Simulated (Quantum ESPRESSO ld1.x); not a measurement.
Task: These are the eigenvalues of the occupied orbitals of an atom or ion with whole-number occupations (eV). Method: scalar-relativistic Kohn-Sham, LDA (Slater exchange, Perdew-Zunger correlation), spin-polarised, spherical densities, point nucleus; computed with ld1.x of Quantum ESPRESSO 7.5.

1s up: -50853.8
1s down: -50853.5
2s up: -10406.3
2s down: -10396.8
2p up: -9558.63
2p down: -9551.19
3s up: -3878.94
3s down: -3868.90
3p up: -3618.65
3p down: -3608.35
3d up: -3325.51

Which element is it, and in what charge state? The configuration may be excited. Open shells, if any, are filled with parallel spins first.

Result: Z = 63, europium, charge +43: Eu43+ in [Ar] 3d2. The list shows which subshells hold electrons but not how many an open one holds; the 1s level, -1868.8 hartree, gives Z - s = 61.1 by -(Z - s)^2/2, which with screening and relativity narrows Z to a few neighbours, and the depths of the outer levels then fix element, charge and occupations together.
